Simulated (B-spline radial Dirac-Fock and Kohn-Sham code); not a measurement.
# Auger parameter of rubidium: the K level and its strongest K-LL line

Calculated with an atomic code on a B-spline grid, using Dirac-Fock energy differences between relaxed states, corrected for Breit and QED terms. The modified Auger parameter α′ is the binding energy plus the kinetic energy of the Auger electron; it does not depend on the energy zero. For free ions it tends to fall with charge, since less charge screens the final holes.

```
species      configuration  binding 1s (eV)  Auger line  kinetic (eV)  α′ (eV)
     Rb           [Kr] 5s1          15205.4    L2L3 J=2       11421.2  26626.5
     Rb           [Kr] 5p1          15206.7    L2L3 J=2       11420.0  26626.7
     Rb           [Kr] 4d1          15205.0    L2L3 J=2       11424.6  26629.7
    Rb⁺  [Ar] 3d10 4s2 4p6          15212.0    L2L3 J=2       11413.0  26625.0
   Rb⁵⁺  [Ar] 3d10 4s2 4p2          15283.1    L2L3 J=2       11338.2  26621.2
   Rb⁶⁺  [Ar] 3d10 4s2 4p1          15304.1    L2L3 J=2       11316.8  26621.0
   Rb⁷⁺      [Ar] 3d10 4s2          15326.4    L2L3 J=2       11294.6  26621.0
```
